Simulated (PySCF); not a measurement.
## B³⁺ (boron, charge +3) across methods

1s2, closed-shell 1S. All numbers are calculated (PySCF 2.14, scalar relativity by spin-free X2C-1e, in x2c-TZVPPall (5s3p2d1f, 31 functions)).

```csv
method,E (hartree),mean ε 1s (eV),Σ⟨r²⟩ (bohr²),⟨S²⟩
TPSSh,-22.0436,-236.16,0.2853,0.000
PBE,-21.9876,-231.25,0.2876,0.000
M06-L,-22.0759,-234.68,0.2835,0.000
UHF,-21.99211,-259.72,0.2838,0.000
PBE0,-22.0002,-238.58,0.2864,0.000
B2PLYP,-22.0206,-246.87,0.2856,0.000
r2SCAN,-22.0391,-234.34,0.2853,0.000
PW91,-22.0053,-231.58,0.2875,0.000
```

Task: Estimate the same row for LDA.

Result: E (hartree) = -21.7485; mean ε 1s (eV) = -229.08; Σ⟨r²⟩ (bohr²) = 0.2909; ⟨S²⟩ = 0.000.
